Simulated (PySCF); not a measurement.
OPb, singlet, at a GFN2-xTB geometry (such geometries of metal compounds can be far from the true shape) (core potentials on Pb), atoms displaced at random by about 0.03 Å a coordinate; PySCF with R2SCAN/def2-SVP, gradient.

PySCF was given this input:
```python
from pyscf import gto, scf, dft

mol = gto.Mole()
mol.atom = '''
    Pb   -0.02882137    0.00152083   -0.15157402
    O    -0.05366632   -0.00791044    1.72369311
'''
mol.basis = 'def2-svp'
mol.ecp = {'Pb': 'def2-svp'}
mol.verbose = 4
mol.build()

mf = dft.RKS(mol)
mf.xc = 'r2scan'
mf.conv_tol = 1e-6
mf.kernel()
g = mf.nuc_grad_method()
grad = g.kernel()
```

What the program printed (banner, timings and long lists left out):

```
PySCF version 2.14.0

[INPUT] verbose = 4
[INPUT] num. atoms = 2
[INPUT] num. electrons = 30
[INPUT] charge = 0
[INPUT] spin (= nelec alpha-beta = 2S) = 0
[INPUT] symmetry False subgroup None
[INPUT] Mole.unit = angstrom
[INPUT] Symbol           X                Y                Z      unit          X                Y                Z       unit  Magmom
[INPUT]  1 Pb    -0.028821370000   0.001520830000  -0.151574020000 AA   -0.054464495835   0.002873952182  -0.286433385399 Bohr   0.0
[INPUT]  2 O     -0.053666320000  -0.007910440000   1.723693110000 AA   -0.101414646913  -0.014948565125   3.257307900700 Bohr   0.0

nuclear repulsion = 49.6600389273372
number of shells = 16
number of NR pGTOs = 85
number of NR cGTOs = 40
basis = def2-svp
ecp = {'Pb': 'def2-svp'}

******** <class 'pyscf.dft.rks.RKS'> ********
method = RKS
initial guess = minao
damping factor = 0
level_shift factor = 0
DIIS = <class 'pyscf.scf.diis.CDIIS'>
diis_start_cycle = 1
diis_space = 8
diis_damp = 0
SCF conv_tol = 1e-06
SCF conv_tol_grad = None
SCF max_cycles = 50
direct_scf = True
direct_scf_tol = 1e-13
XC library pyscf.dft.libxc version 7.1.2
    S. Lehtola, C. Steigemann, M. J. T. Oliveira, and M. A. L. Marques,  SoftwareX 7, 1–5 (2018)
XC functionals = r2scan
    J. W. Furness, A. D. Kaplan, J. Ning, J. P. Perdew, and J. Sun,  J. Phys. Chem. Lett. 11, 8208–8215 (2020)
    J. W. Furness, A. D. Kaplan, J. Ning, J. P. Perdew, and J. Sun,  J. Phys. Chem. Lett. 11, 9248–9248 (2020)
    J. W. Furness, A. D. Kaplan, J. Ning, J. P. Perdew, and J. Sun,  J. Phys. Chem. Lett. 11, 8208–8215 (2020)
    J. W. Furness, A. D. Kaplan, J. Ning, J. P. Perdew, and J. Sun,  J. Phys. Chem. Lett. 11, 9248–9248 (2020)
radial grids:
    Treutler-Ahlrichs [JCP 102, 346 (1995); DOI:10.1063/1.469408] (M4) radial grids

becke partition: Becke, JCP 88, 2547 (1988); DOI:10.1063/1.454033
pruning grids: <function nwchem_prune>
grids dens level: 3
symmetrized grids: False
atomic radii adjust function: <function treutler_atomic_radii_adjust>
small_rho_cutoff = 0
Set gradient conv threshold to 0.001
Initial guess from minao.
tot grids = 37312
init E= -244.27562100775
  HOMO = -0.822170837331308  LUMO = -0.671657466540027  gap/eV = 4.09568
cycle= 1 E= -267.583544522896  delta_E= -23.3  |g|= 1.49  |ddm|= 13.1
  HOMO = -0.0933027534955229  LUMO = 0.0187189133110014  gap/eV = 3.04826
cycle= 2 E= -267.71778860958  delta_E= -0.134  |g|= 1.29  |ddm|= 4.76
  HOMO = -0.280902843896204  LUMO = -0.0968764540942637  gap/eV = 5.00761
cycle= 3 E= -267.863536437436  delta_E= -0.146  |g|= 0.856  |ddm|= 1.87
  HOMO = -0.22351023308106  LUMO = -0.0921895814734143  gap/eV = 3.57342
cycle= 4 E= -268.043598868111  delta_E= -0.18  |g|= 0.23  |ddm|= 0.825
  HOMO = -0.224171713011747  LUMO = -0.0901349169553464  gap/eV = 3.64733
cycle= 5 E= -268.053266683029  delta_E= -0.00967  |g|= 0.0858  |ddm|= 0.207
  HOMO = -0.22955426605263  LUMO = -0.0925959217691655  gap/eV = 3.72683
cycle= 6 E= -268.054969622123  delta_E= -0.0017  |g|= 0.0185  |ddm|= 0.0834
  HOMO = -0.229135469812472  LUMO = -0.0927838226262127  gap/eV = 3.71032
cycle= 7 E= -268.055076632098  delta_E= -0.000107  |g|= 0.00343  |ddm|= 0.0231
  HOMO = -0.229248734468614  LUMO = -0.0927275013859643  gap/eV = 3.71493
cycle= 8 E= -268.055079401487  delta_E= -2.77e-06  |g|= 0.00103  |ddm|= 0.00353
  HOMO = -0.229181851557365  LUMO = -0.0926999538166128  gap/eV = 3.71386
cycle= 9 E= -268.055079671882  delta_E= -2.7e-07  |g|= 1.11e-05  |ddm|= 0.000783
  HOMO = -0.22917816489002  LUMO = -0.0926971389727338  gap/eV = 3.71384
Extra cycle  E= -268.05507967174  delta_E= 1.42e-10  |g|= 2.72e-05  |ddm|= 2.14e-05
converged SCF energy = -268.05507967174

******** <class 'pyscf.grad.rks.Gradients'> for <class 'pyscf.dft.rks.RKS'> ********
unit = Eh/Bohr
grid_response = False
--------------- RKS gradients ---------------
         x                y                z
0 Pb    -0.0006413446    -0.0002434729     0.0483537803
1 O     0.0006343135     0.0002414698    -0.0482531089
----------------------------------------------
```
